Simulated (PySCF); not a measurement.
Spin-rotation constants: SMILES C=CP1(=O)CCC1, C5H9OP

Cartesian coordinates in Å; atom numbers follow the order of the lines, from 1:
```xyz
16

C     2.737   -0.480    0.665
C     1.511   -0.607    0.189
P     0.236    0.561    0.727
O     0.681    1.581    1.680
C    -1.328   -0.404    1.002
C    -1.729   -0.168   -0.467
C    -0.779    1.007   -0.763
H     2.958    0.313    1.363
H     3.547   -1.136    0.389
H     1.226   -1.377   -0.513
H    -1.964    0.147    1.695
H    -1.270   -1.441    1.321
H    -1.480   -1.033   -1.081
H    -2.784    0.061   -0.612
H    -0.317    1.011   -1.747
H    -1.253    1.974   -0.589
```

Method used: GIAO B97-2/pcSseg-1 magnetisability, rotational g tensor and spin-rotation constants, non-relativistic, gas phase in PySCF 2.14.0. Geometry: GFN2-xTB.

Problem. Give the nuclear spin-rotation constants along the inertial axes (H = +C I·J) beside the isotropic shieldings.

Solution. Rotational constants 3.7769, 1.7779, 1.5427 GHz. A star marks the isotopologue with that one atom substituted, in its own axes.
| atom | isotope | Caa (kHz) | Cbb (kHz) | Ccc (kHz) | mean (kHz) | σ (ppm) |
| --- | --- | --- | --- | --- | --- | --- |
| P3 | 31P | 6.764 | 2.244 | 2.679 | 3.896 | 313.3 |
| H8 | 1H | -0.254 | 0.138 | -0.177 | -0.097 | 25.1 |
| H9 | 1H | -0.001 | 0.008 | -0.177 | -0.057 | 25.3 |
| H10 | 1H | -0.299 | 0.155 | -0.196 | -0.113 | 25.6 |
| H11 | 1H | -0.286 | -0.015 | -0.143 | -0.148 | 29.1 |
| H12 | 1H | -0.395 | -0.115 | -0.021 | -0.177 | 29.4 |
| H13 | 1H | -0.394 | 0.048 | -0.188 | -0.178 | 30.5 |
| H14 | 1H | 0.129 | -0.198 | -0.172 | -0.080 | 29.9 |
| H15 | 1H | -0.394 | -0.114 | -0.022 | -0.177 | 29.4 |
| H16 | 1H | -0.287 | -0.016 | -0.142 | -0.148 | 29.1 |
| C1 | 13C* | 1.390 | 0.883 | 0.168 | 0.814 | 46.4 |
| C2 | 13C* | 1.235 | 0.876 | 0.223 | 0.778 | 50.4 |
| O4 | 17O* | -0.602 | -0.442 | -0.109 | -0.384 | 202.8 |
| C5 | 13C* | 0.620 | 0.341 | 0.274 | 0.411 | 144.8 |
| C6 | 13C* | 0.536 | 0.233 | 0.187 | 0.319 | 174.9 |

For the geometry as given, no vibrational averaging.

Problem. How do the rotational constants and the g tensor change when H8, H9, H10, H11, H12, H13, H14, H15, H16 are replaced by deuterium?

Solution. Constants 3.1795, 1.4888, 1.3217 GHz; g -0.0398, -0.0155, -0.0054, against -0.0464, -0.0186, -0.0060 before.
